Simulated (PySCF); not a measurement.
Electronic absorption of C7H13F

Species: C7H13F.
SMILES: `C[C@@H]1[C@H](C)CC[C@H]1F`

Computed with PySCF, TDDFT wB97X-D/def2-SVPD, vertical, gas phase, core orbitals frozen in the response. The structure is a single PBE0-D3(BJ)/def2-SVP conformer in the gas phase; no vibrational or solvent corrections.

| state | λ (nm) | E (eV) | f | \|μ\| (D) | main configurations (H = HOMO, L = LUMO) |
| --- | --- | --- | --- | --- | --- |
| S1 | 140.7 | 8.81 | 0.0053 | 0.40 | H→L (68%), H-1→L (15%) |
| S2 | 139.4 | 8.89 | 0.0029 | 0.29 | H-1→L (68%), H→L (18%) |
| S3 | 135.7 | 9.13 | 0.036 | 1.01 | H-2→L (50%), H-1→L+1 (18%), H→L+1 (18%) |
| S4 | 134.2 | 9.24 | 0.032 | 0.95 | H→L+1 (43%), H-1→L+1 (22%) |
| S5 | 133.0 | 9.32 | 0.0032 | 0.30 | H-2→L (32%), H-1→L+1 (28%), H→L+1 (9%) |
| S6 | 132.5 | 9.36 | 0.023 | 0.80 | H-3→L (44%), H→L+3 (16%), H-3→L+1 (12%) |
| S7 | 130.5 | 9.50 | 0.011 | 0.55 | H→L+2 (37%), H-4→L (17%), H-2→L+1 (10%) |
| S8 | 130.1 | 9.53 | 0.0024 | 0.26 | H-4→L (37%), H-1→L+3 (17%), H-1→L+2 (11%) |
| S9 | 129.1 | 9.60 | 0.018 | 0.71 | H-1→L+2 (23%), H→L+2 (20%), H-4→L (12%) |
| S10 | 127.3 | 9.74 | 0.046 | 1.12 | H-2→L+1 (32%), H-1→L+2 (29%) |

Triplets, Tamm–Dancoff:

```json
{"state": "T1", "E (eV)": "8.68", "λ (nm)": "142.8", "main configurations (H = HOMO, L = LUMO)": "H→L (57%), H-1→L (18%)"}
{"state": "T2", "E (eV)": "8.76", "λ (nm)": "141.6", "main configurations (H = HOMO, L = LUMO)": "H-1→L (61%), H→L (20%)"}
{"state": "T3", "E (eV)": "8.98", "λ (nm)": "138.1", "main configurations (H = HOMO, L = LUMO)": "H-1→L+1 (47%), H-2→L (20%)"}
{"state": "T4", "E (eV)": "9.01", "λ (nm)": "137.6", "main configurations (H = HOMO, L = LUMO)": "H→L+1 (44%), H-2→L (9%)"}
```

The lowest singlet comes at 141 nm (850 kJ/mol) in the vacuum ultraviolet; it is weak; its leading configuration is HOMO→LUMO (68%). The strongest level in the table is S10 at 9.74 eV (127 nm, f = 0.046). It is the last of those listed, so stronger ones may follow. Löwdin shares by element: HOMO carbon 48% or more, fluorine 8% (atoms not listed hold the other 44%); LUMO carbon 32% or more, hydrogen 6% or more (atoms not listed hold the other 62%). The listed states span 0.92 eV, and the widest gap between neighbours is 0.24 eV (S2 to S3). Orbital energies (eV): HOMO-3 -11.19, HOMO-2 -10.96, HOMO-1 -10.58, HOMO -10.51, LUMO 2.28, LUMO+1 2.76, LUMO+2 3.04. Of the 10 states listed, 6 reach f = 0.01 and none stays under 0.0005. All these states lie below the vertical ionisation energy of 10.65 eV (ΔSCF). The window holds the lowest 10 singlets.

Without π bonds the low states are Rydberg-like; a valence basis with one diffuse set may place them up to an eV too high.
